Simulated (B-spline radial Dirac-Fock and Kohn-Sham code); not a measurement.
**Dipole and non-dipole photoemission parameters of V 3p3/2**

System: neutral vanadium, configuration 1s2 2s2 2p6 3s2 3p6 3d3 4s2; threshold 48.98 eV (orbital energy of the model). Calculated with a radial finite-basis atomic code, using Dirac-Hartree-Slater photoionisation with a Latter tail; cross sections with all multipoles, angular parameters from the dipole term and its interference with E2.

```csv
hν (eV),σ (kb),β,γ,δ
80,605,-0.167,0.055,0.039
83,633,-0.029,0.084,0.033
83.4,637,-0.011,0.087,0.033
94.5,723,0.419,0.137,0.018
100,752,0.581,0.143,0.013
113,?,?,?,?
125,786,1.043,0.110,0.001
148,733,1.255,0.064,-0.002
214,520,1.503,-0.010,-0.001
264,389,1.575,-0.022,0.001
275,366,1.585,-0.021,0.001
366,226,1.627,0.002,0.003
369,223,1.627,0.003,0.003
371,221,1.628,0.004,0.003
400,192,1.632,0.016,0.004
771,47.2,1.576,0.205,0.011
919,30.9,1.540,0.275,0.014
1090,20.2,1.497,0.347,0.018
1170,16.8,1.478,0.378,0.020
1486.9,8.95,1.403,0.487,0.027
1620,7.09,1.374,0.527,0.031
2000,3.94,1.297,0.628,0.040
2800,1.48,1.160,0.789,0.062
3420,0.802,1.071,0.882,0.080
4000,0.492,1.000,0.953,0.096
5990,0.133,0.811,1.120,0.149
6220,0.117,0.793,1.134,0.155
7140,0.0738,0.729,1.184,0.178
9251.7,0.0304,0.613,1.271,0.227
15000,0.00550,0.412,1.415,0.343
```

Q: Give the values at 113 eV.

A: σ = 787 kb, β = 0.865, γ = 0.133, δ = 0.005.
